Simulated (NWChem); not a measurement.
System: CH3AlBrF; SMILES [CH3][Al]([F])[Br]

Computed with NWChem. Coordinates come from a PBE0/def2-SVP optimisation. Isotropic polarisability at PBE0/def2-SVPD. A Cauchy series cut after its second term is a line in ω².

```csv
row,ω² (10⁻³ Ha²),α (bohr³)
static,0.00,57.69
1065 nm,1.83,58.28
589 nm,5.98,withheld
400 nm,12.97,62.38
```

Fit a straight line of the last column on the one before it, predict the withheld value, and compare with the run.


1. Means of the 3 shown rows: x = 4.933, y = 59.450. Slope Σ(x − x̄)(y − ȳ)/Σ(x − x̄)² = 35.86/98.56 = 0.3639; intercept 57.655.
2. The shown rows scatter about the line by 0.031 (root mean square); the largest residual is -0.04, at 1065 nm.
3. At x = 5.98 (589 nm; inside the shown range) the line gives 59.83.
4. The run gives 59.70, -0.13 from the line, 4.2 times the scatter. The intercept estimates α(0), and the slope, 364 bohr³/Ha², the next Cauchy moment.
